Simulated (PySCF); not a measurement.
**Magnetic susceptibility: `ClC(CC#C)(C)C`, C₆H₉Cl**

Geometry:
| atom | x (Å) | y (Å) | z (Å) |
| --- | --- | --- | --- |
| C1 | 2.330 | -0.321 | 1.412 |
| C2 | 1.637 | -0.496 | 0.453 |
| C3 | 0.788 | -0.700 | -0.704 |
| C4 | -0.576 | -0.021 | -0.527 |
| C5 | -1.345 | -0.619 | 0.640 |
| C6 | -0.431 | 1.487 | -0.398 |
| Cl7 | -1.523 | -0.355 | -2.037 |
| H8 | 2.948 | -0.176 | 2.247 |
| H9 | 1.287 | -0.292 | -1.588 |
| H10 | 0.646 | -1.773 | -0.857 |
| H11 | -2.326 | -0.158 | 0.729 |
| H12 | -0.790 | -0.450 | 1.561 |
| H13 | -1.478 | -1.690 | 0.505 |
| H14 | -1.407 | 1.959 | -0.316 |
| H15 | 0.150 | 1.717 | 0.493 |
| H16 | 0.081 | 1.899 | -1.265 |

The calculation used PySCF 2.14.0, GIAO B3LYP/pcSseg-1 magnetisability, rotational g tensor and spin-rotation constants, non-relativistic, gas phase. Geometry: GFN2-xTB.

**Question.** What are the magnetisability and the molar susceptibility?

**Answer.** Isotropic -1394 × 10⁻³⁰ J/T², or -83.9 × 10⁻⁶ cm³/mol; principal values -1505, -1358, -1317 × 10⁻³⁰ J/T², anisotropy 171 × 10⁻³⁰ J/T² (root of half the summed squared differences of the principal values). The susceptibility is in cgs units.

**Question.** Split it along the inertial axes a, b, c into diamagnetic and paramagnetic parts about the centre of mass, with the quadrupole moment.

**Answer.** 
| axis | χ (10⁻⁶ cm³/mol) | diamagnetic (10⁻⁶ cm³/mol) | paramagnetic (10⁻⁶ cm³/mol) | summed x² of all electrons (Å²) | quadrupole Θ (D Å) |
| --- | --- | --- | --- | --- | --- |
| a | -89.2 | -421.2 | 332.0 | 187.9 | -1.39 |
| b | -80.8 | -996.6 | 915.8 | 52.3 | +1.24 |
| c | -81.8 | -1019.3 | 937.5 | 47.0 | +0.15 |

Anisotropies 2χaa − χbb − χcc = -15.7 and 2χbb − χaa − χcc = +9.3 × 10⁻⁶ cm³/mol. Θ is traceless in Buckingham's convention.

**Question.** And the rotational g tensor?

**Answer.** 
| axis | rotational constant (GHz) | g | nuclear part | electronic part |
| --- | --- | --- | --- | --- |
| a | 4.1210 | +0.0005 | 0.6433 | -0.6428 |
| b | 1.2872 | -0.0058 | 0.5480 | -0.5538 |
| c | 1.2508 | -0.0047 | 0.5462 | -0.5509 |

Asymmetric top; isotopes 12C, 35Cl, 1H; no vibrational averaging.
